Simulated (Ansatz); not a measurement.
Ansatz (a quantum-chemistry and plane-wave program) input (B3LYP-D3(BJ)/def2-TZVP):

Ansatz 0.2 input:
```yaml
crystal:
  periodic: [false, false, false]
  atoms:
    - {symbol: C, position_ang: [3.65382060, -0.05817344, 0.15148793]}
    - {symbol: C, position_ang: [2.27162152, -0.65634114, -0.09434115]}
    - {symbol: C, position_ang: [1.13416918, 0.27663935, 0.31440139]}
    - {symbol: C, position_ang: [-0.25181586, -0.31185826, 0.06999296]}
    - {symbol: C, position_ang: [-1.39303755, 0.63702643, 0.49135019]}
    - {symbol: C, position_ang: [-2.75989461, 0.11476898, 0.23287234]}
    - {symbol: O, position_ang: [-3.19255644, -0.02354182, -1.06296067]}
    - {symbol: H, position_ang: [3.78639521, 0.86911548, -0.41125807]}
    - {symbol: H, position_ang: [3.79827067, 0.17512405, 1.20918683]}
    - {symbol: H, position_ang: [4.44664971, -0.74566695, -0.14875723]}
    - {symbol: H, position_ang: [2.16479548, -0.91012412, -1.15402048]}
    - {symbol: H, position_ang: [2.17710717, -1.59912670, 0.45402244]}
    - {symbol: H, position_ang: [1.22898741, 1.22222360, -0.23194469]}
    - {symbol: H, position_ang: [1.23859557, 0.52975365, 1.37566508]}
    - {symbol: H, position_ang: [-0.35524380, -1.25410720, 0.61669095]}
    - {symbol: H, position_ang: [-0.36434890, -0.56088931, -0.98981425]}
    - {symbol: H, position_ang: [-1.29965547, 0.85841644, 1.55828003]}
    - {symbol: H, position_ang: [-1.25988449, 1.59625044, -0.02957307]}
    - {symbol: H, position_ang: [-3.21726492, -0.61913029, 0.88335588]}
    - {symbol: H, position_ang: [-2.73313195, 0.61412412, -1.62273030]}
basis:
  gaussian:
    orbitals: def2-TZVP
hamiltonian:
  xc: b3lyp
  dispersion: d3bj
magnetization: {spin_polarized: true, initial_magnetization: 1}
phonons: {temperatures: {t_min: 298.15, t_max: 298.15, t_step: 100}}
```

Output:

```
Functional definition: B3LYP
integrals: 0.27 GiB planned
1803 factors; their error is unknown
0.37 GiB of the device are held for the grids
1.95 GiB of device memory are held for the factors and their scratch space
mean field: 2.28 GiB planned
mean field evaluation 1: about -8465.6576 eV, gradient 6.2e1 eV
mean field evaluation 2: about -8453.0788 eV, gradient 8.0e1 eV
mean field evaluation 4: about -8483.4261 eV, gradient 5.3e0 eV
mean field evaluation 8: about -8483.5346 eV, gradient 9.2e-2 eV
mean field evaluation 16: about -8483.4899 eV, gradient 8.8e-4 eV
mean field -8483.48991635 eV, -311.7625041100 hartree, gradient 7.0e-5 eV, S^2 0.753672; 0 other end points of the search recorded, 0 dependent functions left out
the calculation of the forces begins
reference -8483.49027165 eV, -311.7625171670 hartree; 29, 28 occupied and 266, 267 virtual orbitals, 1803 factors
these checks for a lower state are left out or cut short: stability, starts, cluster_reference, orbital_swaps, neighbouring_geometries, increment
integrals: 0.27 GiB planned
1803 factors; their error is unknown
0.37 GiB of the device are held for the grids
1.95 GiB of device memory are held for the factors and their scratch space
mean field: 2.28 GiB planned
mean field -8483.48982235 eV, -311.7625006554 hartree, gradient 2.7e-6 eV, S^2 0.753672; 0 other end points of the search recorded, 0 dependent functions left out
the calculation of the forces begins
reference -8483.49017758 eV, -311.7625137098 hartree; 29, 28 occupied and 266, 267 virtual orbitals, 1803 factors
these checks for a lower state are left out or cut short: stability, starts, cluster_reference, orbital_swaps, neighbouring_geometries, increment
integrals: 0.27 GiB planned
1803 factors; their error is unknown
0.37 GiB of the device are held for the grids
1.95 GiB of device memory are held for the factors and their scratch space
mean field: 2.29 GiB planned
mean field evaluation 32: about -8483.4897 eV, gradient 2.3e-6 eV
mean field -8483.48971507 eV, -311.7624967130 hartree, gradient 2.7e-6 eV, S^2 0.753672; 0 other end points of the search recorded, 0 dependent functions left out
the calculation of the forces begins
reference -8483.49007044 eV, -311.7625097726 hartree; 29, 28 occupied and 266, 267 virtual orbitals, 1803 factors
these checks for a lower state are left out or cut short: stability, starts, cluster_reference, orbital_swaps, neighbouring_geometries, increment
integrals: 0.27 GiB planned
1803 factors; their error is unknown
0.37 GiB of the device are held for the grids
1.95 GiB of device memory are held for the factors and their scratch space
mean field: 2.28 GiB planned
mean field -8483.48974880 eV, -311.7624979526 hartree, gradient 2.7e-6 eV, S^2 0.753672; 0 other end points of the search recorded, 0 dependent functions left out
the calculation of the forces begins
reference -8483.49010407 eV, -311.7625110086 hartree; 29, 28 occupied and 266, 267 virtual orbitals, 1803 factors
these checks for a lower state are left out or cut short: stability, starts, cluster_reference, orbital_swaps, neighbouring_geometries, increment
integrals: 0.27 GiB planned
1803 factors; their error is unknown
0.37 GiB of the device are held for the grids
1.95 GiB of device memory are held for the factors and their scratch space
mean field: 2.28 GiB planned
mean field -8483.48975134 eV, -311.7624980458 hartree, gradient 2.7e-6 eV, S^2 0.753672; 0 other end points of the search recorded, 0 dependent functions left out
[...]
1803 factors; their error is unknown
0.37 GiB of the device are held for the grids
1.95 GiB of device memory are held for the factors and their scratch space
mean field: 2.29 GiB planned
mean field -8483.48985534 eV, -311.7625018679 hartree, gradient 2.7e-6 eV, S^2 0.753671; 0 other end points of the search recorded, 0 dependent functions left out
the calculation of the forces begins
reference -8483.49021059 eV, -311.7625149229 hartree; 29, 28 occupied and 266, 267 virtual orbitals, 1803 factors
these checks for a lower state are left out or cut short: stability, starts, cluster_reference, orbital_swaps, neighbouring_geometries, increment
integrals: 0.27 GiB planned
1803 factors; their error is unknown
0.37 GiB of the device are held for the grids
1.95 GiB of device memory are held for the factors and their scratch space
mean field: 2.29 GiB planned
mean field evaluation 800: about -8483.4899 eV, gradient 6.4e-4 eV
mean field -8483.48987649 eV, -311.7625026451 hartree, gradient 2.7e-6 eV, S^2 0.753673; 0 other end points of the search recorded, 0 dependent functions left out
the calculation of the forces begins
reference -8483.49023185 eV, -311.7625157041 hartree; 29, 28 occupied and 266, 267 virtual orbitals, 1803 factors
these checks for a lower state are left out or cut short: stability, starts, cluster_reference, orbital_swaps, neighbouring_geometries, increment
integrals: 0.27 GiB planned
1803 factors; their error is unknown
0.37 GiB of the device are held for the grids
1.95 GiB of device memory are held for the factors and their scratch space
mean field: 2.28 GiB planned
mean field -8483.48987846 eV, -311.7625027176 hartree, gradient 2.7e-6 eV, S^2 0.753676; 0 other end points of the search recorded, 0 dependent functions left out
the calculation of the forces begins
reference -8483.49023380 eV, -311.7625157759 hartree; 29, 28 occupied and 266, 267 virtual orbitals, 1803 factors
these checks for a lower state are left out or cut short: stability, starts, cluster_reference, orbital_swaps, neighbouring_geometries, increment
integrals: 0.27 GiB planned
1803 factors; their error is unknown
0.37 GiB of the device are held for the grids
1.95 GiB of device memory are held for the factors and their scratch space
mean field: 2.29 GiB planned
mean field -8483.48985299 eV, -311.7625017816 hartree, gradient 2.7e-6 eV, S^2 0.753667; 0 other end points of the search recorded, 0 dependent functions left out
the calculation of the forces begins
reference -8483.49020826 eV, -311.7625148373 hartree; 29, 28 occupied and 266, 267 virtual orbitals, 1803 factors
these checks for a lower state are left out or cut short: stability, starts, cluster_reference, orbital_swaps, neighbouring_geometries, increment
integrals: 0.27 GiB planned
1803 factors; their error is unknown
0.37 GiB of the device are held for the grids
1.95 GiB of device memory are held for the factors and their scratch space
mean field: 2.29 GiB planned
mean field -8483.48985162 eV, -311.7625017309 hartree, gradient 2.7e-6 eV, S^2 0.753672; 0 other end points of the search recorded, 0 dependent functions left out
the calculation of the forces begins
reference -8483.49020690 eV, -311.7625147874 hartree; 29, 28 occupied and 266, 267 virtual orbitals, 1803 factors
these checks for a lower state are left out or cut short: stability, starts, cluster_reference, orbital_swaps, neighbouring_geometries, increment
integrals: 0.27 GiB planned
1803 factors; their error is unknown
0.37 GiB of the device are held for the grids
1.95 GiB of device memory are held for the factors and their scratch space
mean field: 2.29 GiB planned
mean field -8483.48990340 eV, -311.7625036339 hartree, gradient 2.7e-6 eV, S^2 0.753671; 0 other end points of the search recorded, 0 dependent functions left out
the calculation of the forces begins
reference -8483.49025871 eV, -311.7625166913 hartree; 29, 28 occupied and 266, 267 virtual orbitals, 1803 factors
these checks for a lower state are left out or cut short: stability, starts, cluster_reference, orbital_swaps, neighbouring_geometries, increment
integrals: 0.27 GiB planned
1803 factors; their error is unknown
0.37 GiB of the device are held for the grids
1.95 GiB of device memory are held for the factors and their scratch space
mean field: 2.29 GiB planned
mean field evaluation 832: about -8483.5318 eV, gradient 5.4e-1 eV
mean field -8483.48985534 eV, -311.7625018678 hartree, gradient 2.7e-6 eV, S^2 0.753672; 0 other end points of the search recorded, 0 dependent functions left out
the calculation of the forces begins
reference -8483.49021064 eV, -311.7625149249 hartree; 29, 28 occupied and 266, 267 virtual orbitals, 1803 factors
these checks for a lower state are left out or cut short: stability, starts, cluster_reference, orbital_swaps, neighbouring_geometries, increment
integrals: 0.27 GiB planned
1803 factors; their error is unknown
0.37 GiB of the device are held for the grids
1.95 GiB of device memory are held for the factors and their scratch space
mean field: 2.29 GiB planned
mean field -8483.48983980 eV, -311.7625012967 hartree, gradient 2.7e-6 eV, S^2 0.753671; 0 other end points of the search recorded, 0 dependent functions left out
the calculation of the forces begins
reference -8483.49019510 eV, -311.7625143536 hartree; 29, 28 occupied and 266, 267 virtual orbitals, 1803 factors
these checks for a lower state are left out or cut short: stability, starts, cluster_reference, orbital_swaps, neighbouring_geometries, increment
integrals: 0.27 GiB planned
1803 factors; their error is unknown
0.37 GiB of the device are held for the grids
1.95 GiB of device memory are held for the factors and their scratch space
mean field: 2.29 GiB planned
mean field -8483.48982449 eV, -311.7625007341 hartree, gradient 2.7e-6 eV, S^2 0.753671; 0 other end points of the search recorded, 0 dependent functions left out
the calculation of the forces begins
reference -8483.49017976 eV, -311.7625137901 hartree; 29, 28 occupied and 266, 267 virtual orbitals, 1803 factors
these checks for a lower state are left out or cut short: stability, starts, cluster_reference, orbital_swaps, neighbouring_geometries, increment
integrals: 0.27 GiB planned
1803 factors; their error is unknown
0.37 GiB of the device are held for the grids
1.95 GiB of device memory are held for the factors and their scratch space
mean field: 2.28 GiB planned
mean field -8483.48987698 eV, -311.7625026629 hartree, gradient 2.7e-6 eV, S^2 0.753672; 0 other end points of the search recorded, 0 dependent functions left out
the calculation of the forces begins
reference -8483.49023230 eV, -311.7625157210 hartree; 29, 28 occupied and 266, 267 virtual orbitals, 1803 factors
Total energy: -8484.17696675 eV, -311.7877527463 hartree
Atom 0 at     3.653821    -0.058173     0.151488 Å, force    -0.000099     0.000176     0.000089 eV/Å
Atom 1 at     2.271622    -0.656341    -0.094341 Å, force     0.000403    -0.000110    -0.000092 eV/Å
Atom 2 at     1.134169     0.276639     0.314401 Å, force     0.000162    -0.000332    -0.000078 eV/Å
Atom 3 at    -0.251816    -0.311858     0.069993 Å, force    -0.000376     0.000436     0.000135 eV/Å
Atom 4 at    -1.393038     0.637026     0.491350 Å, force    -0.000174     0.000278    -0.000274 eV/Å
Atom 5 at    -2.759895     0.114769     0.232872 Å, force    -0.000071    -0.000306    -0.000713 eV/Å
Atom 6 at    -3.192556    -0.023542    -1.062961 Å, force     0.000014    -0.000303     0.000956 eV/Å
Atom 7 at     3.786395     0.869115    -0.411258 Å, force     0.000029    -0.000049     0.000034 eV/Å
Atom 8 at     3.798271     0.175124     1.209187 Å, force    -0.000011    -0.000012    -0.000004 eV/Å
Atom 9 at     4.446650    -0.745667    -0.148757 Å, force    -0.000122    -0.000067    -0.000003 eV/Å
Atom 10 at     2.164795    -0.910124    -1.154020 Å, force    -0.000043     0.000094    -0.000003 eV/Å
Atom 11 at     2.177107    -1.599127     0.454022 Å, force    -0.000066     0.000084     0.000064 eV/Å
Atom 12 at     1.228987     1.222224    -0.231945 Å, force    -0.000084    -0.000175     0.000011 eV/Å
Atom 13 at     1.238596     0.529754     1.375665 Å, force    -0.000068    -0.000017    -0.000105 eV/Å
Atom 14 at    -0.355244    -1.254107     0.616691 Å, force     0.000068     0.000099    -0.000039 eV/Å
Atom 15 at    -0.364349    -0.560889    -0.989814 Å, force     0.000044     0.000081     0.000085 eV/Å
Atom 16 at    -1.299655     0.858416     1.558280 Å, force     0.000051    -0.000221     0.000072 eV/Å
Atom 17 at    -1.259884     1.596250    -0.029573 Å, force     0.000169     0.000021    -0.000100 eV/Å
Atom 18 at    -3.217265    -0.619130     0.883356 Å, force    -0.000042    -0.000018     0.000088 eV/Å
Atom 19 at    -2.733132     0.614124    -1.622730 Å, force     0.000218     0.000342    -0.000123 eV/Å
Dipole moment:     0.324539     0.131366    -0.028479 e Å
Vibrations: 55.38 73.66 115.48 136.57 146.41 242.98 245.46 347.72 375.35 412.84 519.61 610.76 734.70 761.06 844.08 897.59 944.98 982.47 1002.42 1031.04 1068.20 1107.60 1125.89 1197.86 1226.00 1260.11 1275.27 1320.16 1327.28 1333.97 1350.59 1370.93 1398.16 1414.96 1430.82 1470.38 1486.26 1491.27 1499.66 1502.10 1513.18 2967.21 2998.33 3011.96 3016.68 3020.89 3025.70 3037.31 3046.88 3064.52 3084.34 3090.42 3184.89 3778.99 cm⁻¹, zero-point energy 4.896094 eV
```

It need not be the lowest isomer of its formula.
